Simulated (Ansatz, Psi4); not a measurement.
Here is a job for Psi4.
```
memory 2 GB

molecule mol {
0 1
Sb   -0.005381   -0.018048   -0.002321
F     1.271081   -0.772450    1.175560
F    -1.287670    0.729487   -1.178180
F     0.235345    1.681917    0.820823
F     1.083193   -0.495262   -1.490231
F    -1.322503   -1.226300    0.658629
}

set {
  basis sto-3g
  reference rks
  scf_type pk
  puream true
  d_convergence 1e-8
  dft_radial_points 99
  dft_spherical_points 590
}

energy('pbe0')
print_variables()
```

Q: Convert this to an input for Ansatz (a quantum-chemistry and plane-wave program).

A: Several could match; the one computed here: 
Ansatz 0.2 input:
```yaml
crystal:
  periodic: [false, false, false]
  atoms:
    - {symbol: Sb, position_ang: [-0.00538098, -0.01804812, -0.00232090]}
    - {symbol: F, position_ang: [1.27108124, -0.77244999, 1.17556001]}
    - {symbol: F, position_ang: [-1.28766979, 0.72948715, -1.17818027]}
    - {symbol: F, position_ang: [0.23534493, 1.68191679, 0.82082326]}
    - {symbol: F, position_ang: [1.08319346, -0.49526191, -1.49023129]}
    - {symbol: F, position_ang: [-1.32250323, -1.22629968, 0.65862935]}
basis:
  gaussian:
    orbitals: STO-3G
hamiltonian:
  xc: pbe0
accuracy: high
```

Both were run: Psi4 gave -6744.613833 Eh and Ansatz -6744.613892 Eh, 0.060 mEh apart.
